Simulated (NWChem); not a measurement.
AlICl₂; SMILES [Al]([I])([Cl])[Cl]

Computed with NWChem. Coordinates come from a PBE0/def2-SVP optimisation. No frequency run checked for a minimum. def2 effective core potentials on I; no spin-orbit coupling. Ions are spin-unrestricted doublets at the neutral geometry; other ion states weren't tried.

For level PBE/def2-SVP:

| Quantity | Result |
|---|---|
| vertical ionisation energy, ΔSCF (eV) | 9.93 |
| −ε(HOMO) (eV) | 6.96 |

Problem. What are these values for level PBE0/def2-SVP?

Solution. The vertical ionisation energy, ΔSCF (eV) is 10.36 and the −ε(HOMO) (eV) is 8.17.
